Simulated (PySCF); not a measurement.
Molecule: SMILES CCO[Si@H](N)C#N, C$_{3}$H$_{8}$N$_{2}$OSi.

Bonds (- single, = double, # triple, : aromatic): C1-C2, C2-O3, O3-Si4, Si4-N5, Si4-C6, C6#N7. C1 carries H8, H9, H10; C2 carries H11, H12; Si4 carries H13; N5 carries H14, H15. Stereochemistry as in CCO[Si@H](N)C#N. H11 is pro-R; H12 is pro-S.

Frames of a GFN2-xTB Langevin trajectory at 600 K; GIAO PBE0/pcSseg-1 shieldings in PySCF 2.14.0 with density-fitted response routines, gas phase, non-relativistic; equivalent atoms averaged within each frame.

Referencing at the same level of theory: 13C (σ = 186.93 ppm) and 29Si (σ = 349.16 ppm) and 1H (σ = 31.72 ppm) against TMS; H2O for 17O (σ = 336.08 ppm); NH3 for 15N (σ = 267.73 ppm). The references are static minima.

How do the shifts (ppm) fluctuate along the trajectory?

Results:


| time (fs) | C6 | C2 | C1 | O3 | Si4 | N7 | N5 | H13 | H11 | H12 |
| --- | --- | --- | --- | --- | --- | --- | --- | --- | --- | --- |
| optimised geometry | 126.9 | 62.5 | 20.3 | 47.3 | -57.3 | 346.7 | 27.0 | 4.81 | 4.02 | 4.10 |
| 250 | 122.9 | 63.5 | 22.9 | 57.0 | -54.6 | 338.5 | 32.0 | 5.88 | 5.45 | 4.30 |
| 425 | 117.7 | 58.5 | 19.8 | 46.1 | -55.5 | 325.0 | 20.4 | 6.25 | 5.41 | 3.79 |
| 625 | 130.4 | 64.3 | 19.0 | 64.8 | -56.6 | 343.7 | 20.9 | 5.80 | 4.56 | 2.63 |
| 800 | 134.6 | 60.4 | 30.3 | 69.3 | -67.6 | 360.9 | 36.6 | 5.47 | 2.66 | 4.41 |
| 1000 | 139.4 | 57.8 | 23.4 | 48.8 | -60.2 | 379.8 | 23.7 | 5.14 | 3.79 | 4.24 |
| mean of frames | 129.0 | 60.9 | 23.1 | 57.2 | -58.9 | 349.6 | 26.7 | 5.71 | 4.37 | 3.87 |
| standard deviation | 8.8 | 2.9 | 4.5 | 10.0 | 5.3 | 21.2 | 7.2 | 0.42 | 1.18 | 0.73 |

5 frames give an uncertainty of the mean of about the standard deviation over 2.2 at best, since frames this close in time may not be independent; classical motion lacks zero-point vibration, and the reference would need the same averaging.
